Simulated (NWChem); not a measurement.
System: C4H5 cation

Input file for NWChem:

```
start job
memory heap 200 mb stack 900 mb global 1100 mb
charge 1
geometry units angstroms noautoz
  C     -0.197292    -1.859660     0.000000
  C      0.160186    -0.621356     0.000000
  C      0.560281     0.700087     0.000000
  C     -0.393081     1.700059     0.000000
  H     -0.356730    -2.416183    -0.948613
  H     -0.356730    -2.416183     0.948613
  H      1.640953     0.935415     0.000000
  H     -1.471568     1.464676     0.000000
  H     -0.093801     2.763083     0.000000
end
basis spherical
  * library def2-svp
end
dft
  xc b3lyp
  grid xfine
  iterations 150
  mulliken
end
task dft gradient
```

Output (shortened):

```
             Northwest Computational Chemistry Package (NWChem) 7.3.0
             --------------------------------------------------------

 CS  symmetry detected

                             Geometry "geometry" -> ""
                             -------------------------

 Output coordinates in angstroms (scale by  1.889725989 to convert to a.u.)

  No.       Tag          Charge          X              Y              Z
 ---- ---------------- ---------- -------------- -------------- --------------
    1 C                    6.0000    -0.18781219    -1.85584922     0.00000000
    2 C                    6.0000     0.16004289    -0.61480766     0.00000000
    3 C                    6.0000     0.54986835     0.70970120     0.00000000
    4 C                    6.0000    -0.41122706     1.70224275     0.00000000
    5 H                    1.0000    -0.34292547    -2.41359307    -0.94861300
    6 H                    1.0000    -0.34292547    -2.41359307     0.94861300
    7 H                    1.0000     1.62868109     0.95341066     0.00000000
    8 H                    1.0000    -1.48785444     1.45849525     0.00000000
    9 H                    1.0000    -0.12020763     2.76755784     0.00000000

 Effective nuclear repulsion energy (a.u.)      95.7628827369

      Symmetry information
      --------------------

 Group name             Cs
 Group number              2
 Group order               2
 No. of unique centers     8

                                 NWChem DFT Module
                                 -----------------

 Summary of "ao basis" -> "ao basis" (spherical)
 ------------------------------------------------------------------------------
       Tag                 Description            Shells   Functions and Types
 ---------------- ------------------------------  ------  ---------------------
 C                          def2-svp                 6       14   3s2p1d
 H                          def2-svp                 3        5   2s1p

      Symmetry analysis of basis
      --------------------------

        a'         57
        a"         24

            General Information
            -------------------
          SCF calculation type: DFT
          Wavefunction type:  closed shell.
          No. of atoms     :     9
          No. of electrons :    28
           Alpha electrons :    14
            Beta electrons :    14
          Charge           :     1
          Spin multiplicity:     1
          Use of symmetry is: on ; symmetry adaption is: on
          Maximum number of iterations: 150
          AO basis - number of functions:    81
                     number of shells:    39
          Convergence on energy requested:  1.00D-06
          Convergence on density requested:  1.00D-05
          Convergence on gradient requested:  5.00D-04

              XC Information
              --------------
                         B3LYP Method XC Potential
                     Hartree-Fock (Exact) Exchange  0.200
                        Slater Exchange Functional  0.800 local
                    Becke 1988 Exchange Functional  0.720 non-local
              Lee-Yang-Parr Correlation Functional  0.810
                  VWN I RPA Correlation Functional  0.190 local

             Grid Information
             ----------------
          Grid used for XC integration:  xfine
          Radial quadrature: Mura-Knowles
          Angular quadrature: Lebedev.
          Tag              B.-S. Rad. Rad. Pts. Rad. Cut. Ang. Pts.
          ---              ---------- --------- --------- ---------
          C                   0.70      100          12.0      1454
          H                   0.35      100          13.0      1202
          Grid pruning is: on
          Number of quadrature shells:   800
          Spatial weights used:  Erf1

      Superposition of Atomic Density Guess
      -------------------------------------

 Sum of atomic energies:        -152.99563716

 Renormalizing density from      29.00 to     28

      Non-variational initial energy
      ------------------------------

 Total energy =    -151.395140
 1-e energy   =    -379.387020
 2-e energy   =     132.228997
 HOMO         =      -0.642447
 LUMO         =      -0.446910

      Symmetry analysis of molecular orbitals - initial
      -------------------------------------------------

  Numbering of irreducible representations:

     1 a'          2 a"

  Orbital symmetries:

     1 a'          2 a'          3 a'          4 a'          5 a'
     6 a'          7 a'          8 a'          9 a'         10 a"
    11 a'         12 a'         13 a"         14 a'         15 a"
    16 a'         17 a"         18 a'         19 a'         20 a'
    21 a'         22 a"         23 a'         24 a'

     ---------------------------------------------
      Total Density - Mulliken Population Analysis
     ---------------------------------------------

    Atom       Charge   Shell Charges
 -----------   ------   -------------------------------------------------------
    1 C    6     6.37   1.99  1.03  0.31  2.15  0.86  0.03
    2 C    6     5.73   1.99  1.06  0.26  1.83  0.55  0.04
    3 C    6     6.33   1.99  1.04  0.22  2.19  0.85  0.04
    4 C    6     5.91   1.99  1.05  0.28  1.86  0.70  0.03
    5 H    1     0.69   0.55  0.11  0.02
    6 H    1     0.69   0.55  0.11  0.02
    7 H    1     0.74   0.60  0.12  0.02
    8 H    1     0.78   0.62  0.14  0.02
    9 H    1     0.76   0.61  0.13  0.02

   convergence    iter        energy       DeltaE   RMS-Dens  Diis-err
 ---------------- ----- ----------------- --------- --------- ---------
 d= 0,ls=0.0,diis     1   -154.8835402154 -2.51D+02  1.08D-02  4.83D-01
 d= 0,ls=0.0,diis     2   -154.9049520749 -2.14D-02  6.32D-03  2.30D-01
 d= 0,ls=0.0,diis     3   -154.9253057053 -2.04D-02  2.85D-03  9.73D-02
 d= 0,ls=0.0,diis     4   -154.9375272928 -1.22D-02  9.42D-04  1.28D-02
 d= 0,ls=0.0,diis     5   -154.9391631952 -1.64D-03  2.20D-04  5.91D-04
  Resetting Diis
 d= 0,ls=0.0,diis     6   -154.9392370553 -7.39D-05  5.84D-05  3.58D-05
 d= 0,ls=0.0,diis     7   -154.9392416585 -4.60D-06  4.27D-05  4.01D-06
 d= 0,ls=0.0,diis     8   -154.9392403655  1.29D-06  2.84D-05  1.25D-05
 d= 0,ls=0.0,diis     9   -154.9392422307 -1.87D-06  2.19D-06  4.37D-08
 d= 0,ls=0.0,diis    10   -154.9392422350 -4.36D-09  1.02D-06  9.74D-09

         Total DFT energy =     -154.939242235032
      One electron energy =     -389.313908664507
           Coulomb energy =      161.690878376914
    Exchange-Corr. energy =      -23.079094684388
 Nuclear repulsion energy =       95.762882736949

 Numeric. integr. density =       27.999999986880

                  Occupations of the irreducible representations
                  ----------------------------------------------

                     irrep           alpha         beta
                     --------     --------     --------
                     a'               12.0         12.0
                     a"                2.0          2.0

                       DFT Final Molecular Orbital Analysis
                       ------------------------------------

 Vector   12  Occ=2.000000D+00  E=-6.231781D-01  Symmetry=a'
              MO Center= -8.4D-02,  1.4D+00, -2.7D-16, r^2= 2.4D+00
   Bfn.  Coefficient  Atom+Function         Bfn.  Coefficient  Atom+Function
  ----- ------------  ---------------      ----- ------------  ---------------
    46      0.299523  4 C  px                72     -0.295197  8 H  s
    77      0.273811  9 H  s                 67     -0.252294  7 H  s
    47      0.239035  4 C  py                32     -0.232498  3 C  px
    19      0.187870  2 C  py                16      0.116391  2 C  s
    33     -0.114537  3 C  py                73     -0.109021  8 H  s

 Vector   13  Occ=2.000000D+00  E=-5.515022D-01  Symmetry=a"
              MO Center=  1.3D-01,  5.2D-01, -1.2D-15, r^2= 2.5D+00
   Bfn.  Coefficient  Atom+Function         Bfn.  Coefficient  Atom+Function
  ----- ------------  ---------------      ----- ------------  ---------------
    34      0.420011  3 C  pz                48      0.321412  4 C  pz
    37      0.244580  3 C  pz                20      0.218569  2 C  pz
    51      0.178249  4 C  pz                 6     -0.138827  1 C  pz
    57      0.127469  5 H  s                 62     -0.127469  6 H  s
    23      0.122561  2 C  pz                 9     -0.080818  1 C  pz

 Vector   14  Occ=2.000000D+00  E=-5.235936D-01  Symmetry=a'
              MO Center=  5.5D-02, -1.0D+00, -1.1D-16, r^2= 1.9D+00
   Bfn.  Coefficient  Atom+Function         Bfn.  Coefficient  Atom+Function
  ----- ------------  ---------------      ----- ------------  ---------------
    18      0.421118  2 C  px                 4      0.399511  1 C  px
    21      0.234027  2 C  px                 7      0.221506  1 C  px
    67     -0.142889  7 H  s                 32     -0.119592  3 C  px
    19     -0.117704  2 C  py                 5     -0.109815  1 C  py
    47     -0.100755  4 C  py                22     -0.099808  2 C  py

[...]

                         DFT ENERGY GRADIENTS

    atom               coordinates                        gradient
                 x          y          z           x          y          z
   1 C      -0.354914  -3.507047   0.000000   -0.000467  -0.001077   0.000000
   2 C       0.302437  -1.161818   0.000000    0.001488   0.003160   0.000000
   3 C       1.039101   1.341141   0.000000   -0.000228  -0.001443   0.000000
   4 C      -0.777106   3.216772   0.000000   -0.000878   0.001291   0.000000
   5 H      -0.648035  -4.561030  -1.792619   -0.000943  -0.003378  -0.004280
   6 H      -0.648035  -4.561030   1.792619   -0.000943  -0.003378   0.004280
   7 H       3.077761   1.801685   0.000000    0.005612   0.001107   0.000000
   8 H      -2.811637   2.756156   0.000000   -0.005214  -0.001381   0.000000
   9 H      -0.227159   5.229926   0.000000    0.001573   0.005099   0.000000
```

Level: B3LYP/def2-SVP. Coordinates come from a PBE-D3(BJ)/def2-SVP optimisation. B3LYP is NWChem's, with the RPA form of VWN correlation.
